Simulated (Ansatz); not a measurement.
The same path of CH₂BNO₂ (7 atoms, charge 0, multiplicity 1) was run twice with different band settings. Lost on the way: N3–H6. Made: O5–H6.

Level of theory: Ansatz 0.2.0, UKS B3LYP-D4/def2-SVP.

Relaxed end points:

```xyz
7
Properties=species:S:1:pos:R:3
O -0.130 -2.292 0.744
C -0.105 -1.172 0.325
N 0.591 0.027 0.645
B -0.309 0.144 -0.434
O -0.813 0.985 -1.345
H 1.287 0.356 1.316
H -0.459 1.884 -1.296
```

```xyz
7
Properties=species:S:1:pos:R:3
O -0.580 -2.658 0.564
C -0.182 -1.547 0.404
N 0.702 -0.606 0.882
B -0.028 -0.143 -0.164
O 0.154 1.293 -0.683
H 0.638 1.852 -0.031
H -0.643 1.741 -1.018
```

Common settings: spring 5.0 eV/Å²; optimiser quadratic models (default); start path through a guess of the saddle point; force threshold 0.05 eV/Å; iteration limit 60; end points relaxed.

| run | movable images | climbing image |
| --- | --- | --- |
| 1 | 7 | yes |
| 2 | 2 | no |

**Question.** What does each run give, and how far can it be trusted?

**Answer.** Run 1: converged after 24 iterations, highest image 3.609 eV above the first end. The profile has 2 maxima (images 1, 6) with wells between them (image 2): this band takes more than one step, which may be the mechanism or a detour left from its start path. Neighbouring images differ by up to 1.6 eV, so the band resolves the path poorly. A vibrational analysis at the climbing image gives one clearly imaginary mode, 1633i cm⁻¹: a first-order saddle point.
Run 2: converged after 20 iterations, highest image 3.596 eV above the first end. Neighbouring images differ by up to 3.1 eV, so the band resolves the path poorly. No image climbed, so the highest image needn't sit at the top of the path. So few images can step over the top or miss a turn of the path.
The orbitals stay closed-shell, which can raise the energy where a bond breaks towards radicals; this wasn't checked here.
